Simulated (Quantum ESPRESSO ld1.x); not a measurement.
Question: These are the eigenvalues of the occupied orbitals of an atom or ion with whole-number occupations (hartree). Method: Dirac Kohn-Sham, LDA (Slater exchange, Perdew-Zunger correlation), spin-unpolarised, spherical densities, point nucleus; computed with ld1.x of Quantum ESPRESSO 7.5.

1s1/2: -831.285
2s1/2: -171.094
2p1/2: -163.548
2p3/2: -159.030
3s1/2: -68.7572

Which element is it, and in what charge state? The configuration may be excited. Open shells, if any, fill j = l - 1/2 first.

Answer: Z = 43, technetium, charge +32: Tc32+ in [Ne] 3s1. The list shows which subshells hold electrons but not how many an open one holds; the 1s level, -831.29 hartree, gives Z - s = 40.8 by -(Z - s)^2/2, which with screening and relativity narrows Z to a few neighbours, and the depths of the outer levels then fix element, charge and occupations together.
